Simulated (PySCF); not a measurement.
The multiplicity is imposed and other spin states were not computed.

Cartesian coordinates (Å):
```xyz
5

Cd     0.1676    -0.0718    -0.0258
O      0.9614    -0.0003    -1.8339
H      0.2400     0.0811    -2.4867
O     -0.4981    -0.2688     1.8240
H     -0.7585     0.6111     2.1572
```
Charge 0, spin multiplicity 1.

### Question
What is the computed dipole moment, total energy, charge on the central atom (Mulliken), HOMO, LUMO and HOMO–LUMO gap (TPSSh-D3(BJ)/def2-TZVP // TPSS-D3(BJ)/def2-SVP (PySCF))?

### Answer

```yaml
dipole_moment: 0.452 e·Å
total_energy: -8691.82 eV
charge on the central atom (Mulliken): 0.85 e
HOMO: -7.15 eV
LUMO: -1.90 eV
HOMO–LUMO gap: 5.26 eV
```
